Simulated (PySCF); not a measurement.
# Radial density of Ti⁺ (titanium, charge +1)

UHF, [Ar] 3d2 4s1, high-spin 4F determinant. All numbers are calculated (PySCF 2.14, the non-relativistic Hamiltonian (point nucleus), in pcseg-2 (6s4p3d2f1g, 56 functions)).

| r (bohr) | 4πr²ρ (e/bohr) | 4πr²(ρα − ρβ) |
| --- | --- | --- |
| 0.00136 | 0.1574 | 0.0001 |
| 0.00230 | 0.4278 | 0.0002 |
| 0.00386 | 1.129 | 0.0005 |
| 0.00650 | 2.846 | 0.0012 |
| 0.0109 | 6.626 | 0.0027 |
| 0.0184 | 13.52 | 0.0053 |
| 0.0309 | 22.20 | 0.0077 |
| 0.0520 | 25.93 | 0.0054 |
| 0.0875 | 20.85 | -0.0010 |
| 0.147 | 22.05 | 0.0190 |
| 0.247 | 27.58 | 0.1164 |
| 0.416 | 12.81 | 0.4537 |
| 0.700 | 9.118 | 1.1761 |
| 1.18 | 7.903 | 1.2208 |
| 1.98 | 1.683 | 0.7874 |
| 3.33 | 0.4435 | 0.4316 |
| 5.60 | 0.05098 | 0.0510 |
| 9.43 | 0.0006888 | 0.0007 |
